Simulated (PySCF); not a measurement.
SMILES c1csc(Sc2cccs2)c1 (C8H6S3) (GFN2-xTB optimised geometry):

```
17

C     -0.294    -2.663     0.000
C      1.063    -2.663     0.000
S      1.718    -1.075     0.000
C      0.118    -0.396     0.037
S     -0.161     1.337    -0.017
C      1.021     1.897     1.156
C      1.847     2.970     1.013
C      2.631     3.203     2.163
C      2.387     2.309     3.155
S      1.175     1.168     2.727
C     -0.842    -1.363     0.020
H     -0.890    -3.558    -0.001
H      1.731    -3.501     0.006
H      1.894     3.558     0.115
H      3.353     3.995     2.238
H      2.849     2.240     4.119
H     -1.894    -1.145     0.032
```

Computed with B3LYP/def2-SVP (PySCF 2.14.0).

Problem. What are the frontier orbital energies and the dipole moment?

Solution. HOMO-2 -6.91 eV, HOMO-1 -6.86 eV, HOMO -5.67 eV, LUMO -0.90 eV, LUMO+1 -0.63 eV; dipole moment 1.02 D.

Meta-Löwdin charges at B3LYP/def2-SVP: C1 -0.13, C2 -0.23, S3 0.27, C4 -0.21, S5 0.16, C6 -0.21, C7 -0.13, C8 -0.13, C9 -0.23, S10 0.27, C11 -0.13, H12 0.11, H13 0.12, H14 0.12, H15 0.11, H16 0.12, H17 0.12.
